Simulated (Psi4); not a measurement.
AgF, singlet, geometry from GFN2-xTB (such geometries of metal compounds can be far from the true shape) (core potentials on Ag); HF/def2-SV(P) run with Psi4.

Input for Psi4:
```
memory 2 GB

molecule {
0 1
Ag   -0.00000000   -0.00000000   -0.31678464
F     0.00000000    0.00000000    1.65431980
}

set {
  basis def2-sv(p)
  guess huckel
}

energy('scf')
print_variables()
```

**Question.** Predict the main parts of the log of this Psi4 run.

**Answer.** 
```
   => Loading Basis Set <=

    Name: DEF2-SV(P)
    Role: ORBITAL
    Keyword: BASIS

    !!!  WARNING: ECP capability is in beta. Please check occupations closely.  !!!

         ---------------------------------------------------------
                                   SCF
               by Justin Turney, Rob Parrish, Andy Simmonett
                          and Daniel G. A. Smith
                              RHF Reference
         ---------------------------------------------------------

  ==> Geometry <==

    Molecular point group: c2v
    Full point group: C_inf_v

    Geometry (in Angstrom), charge = 0, multiplicity = 1:

       Center              X                  Y                   Z               Mass
    ------------   -----------------  -----------------  -----------------  -----------------
         AG           0.000000000000     0.000000000000    -0.297432862349   106.905091600000
         F            0.000000000000     0.000000000000     1.673671577651    18.998403162730

  Running in c2v symmetry.

  Rotational constants: A = ************  B =      0.26897  C =      0.26897 [cm^-1]
  Rotational constants: A = ************  B =   8063.43747  C =   8063.43747 [MHz]
  Nuclear repulsion =   45.907919026639711

  Charge       = 0
  Multiplicity = 1
  Electrons    = 28
  Nalpha       = 14
  Nbeta        = 14

  ==> Algorithm <==

  SCF Algorithm Type is DF.
  DIIS enabled.
  MOM disabled.
  Fractional occupation disabled.
  Guess Type is HUCKEL.
  Energy threshold   = 1.00e-06
  Density threshold  = 1.00e-06
  Integral threshold = 1.00e-12

  ==> Primary Basis <==

  Basis Set: DEF2-SV(P)
    Blend: DEF2-SV(P)
    Number of shells: 16
    Number of basis functions: 38
    Number of Cartesian functions: 41
    Spherical Harmonics?: true
    Max angular momentum: 2

  Core potential: DEF2-SV(P)
    Number of shells: 4
    Number of ECP primitives: 14
    Number of ECP core electrons: 28
    Max angular momentum: 3

   => Loading Basis Set <=

    Name: (DEF2-SV(P) AUX)
    Role: JKFIT
    Keyword: DF_BASIS_SCF

  ==> Integral Setup <==

  SCF_SUBTYPE=INCORE selected. In-core MEM_DF algorithm will be used.
  Using in-core AOs.

  ==> MemDFJK: Density-Fitted J/K Matrices <==

    J tasked:                   Yes
    K tasked:                   Yes
    wK tasked:                   No
    Algorithm:                 Core
    Schwarz Cutoff:           1E-12
    Mask sparsity (%):       0.1385
    Fitting Condition:        1E-10

[...]
   @DF-RHF iter   3:  -245.41332699909668   -5.13021e-02   6.33429e-03 DIIS/ADIIS
   @DF-RHF iter   4:  -245.42154763437901   -8.22064e-03   1.04130e-03 DIIS/ADIIS
   @DF-RHF iter   5:  -245.42206119406612   -5.13560e-04   2.72572e-04 DIIS/ADIIS
   @DF-RHF iter   6:  -245.42213318143357   -7.19874e-05   1.43396e-04 DIIS/ADIIS
   @DF-RHF iter   7:  -245.42215924698385   -2.60656e-05   4.02692e-05 DIIS
   @DF-RHF iter   8:  -245.42216285015519   -3.60317e-06   1.17285e-05 DIIS
   @DF-RHF iter   9:  -245.42216301906203   -1.68907e-07   2.09427e-06 DIIS
   @DF-RHF iter  10:  -245.42216302360310   -4.54108e-09   5.61380e-07 DIIS
  Energy and wave function converged.

  ==> Post-Iterations <==

    Orbital Energies [Eh]
    ---------------------

    Doubly Occupied:

[...]
    Virtual:

[...]
    Final Occupation by Irrep:
             A1    A2    B1    B2
    DOCC [     7,    1,    3,    3 ]
    NA   [     7,    1,    3,    3 ]
    NB   [     7,    1,    3,    3 ]

  @DF-RHF Final Energy:  -245.42216302360310

   => Energetics <=

    Nuclear Repulsion Energy =             45.9079190266397106
    One-Electron Energy =                -494.0997527574323271
    Two-Electron Energy =                 202.7696707071895048
    Total Energy =                       -245.4221630236031046

Computation Completed

Properties will be evaluated at   0.000000,   0.000000,   0.000000 [a0]

Properties computed using the SCF density matrix

 Multipole Moments:

 ------------------------------------------------------------------------------------
     Multipole            Electronic (a.u.)      Nuclear  (a.u.)        Total (a.u.)
 ------------------------------------------------------------------------------------

 L = 1.  Multiply by 2.5417464519 to convert [e a0] to [Debye]
 Dipole X            :          0.0000000            0.0000000            0.0000000
 Dipole Y            :          0.0000000            0.0000000            0.0000000
 Dipole Z            :        -20.5036000           17.7857618           -2.7178383
 Magnitude           :                                                    2.7178383

 ------------------------------------------------------------------------------------

  Variable Map:
  ----------------------------------------------------------------------------
[...]
  Array Variable Map:
  ----------------------------------------------------------------------------
[...]
[...]
```
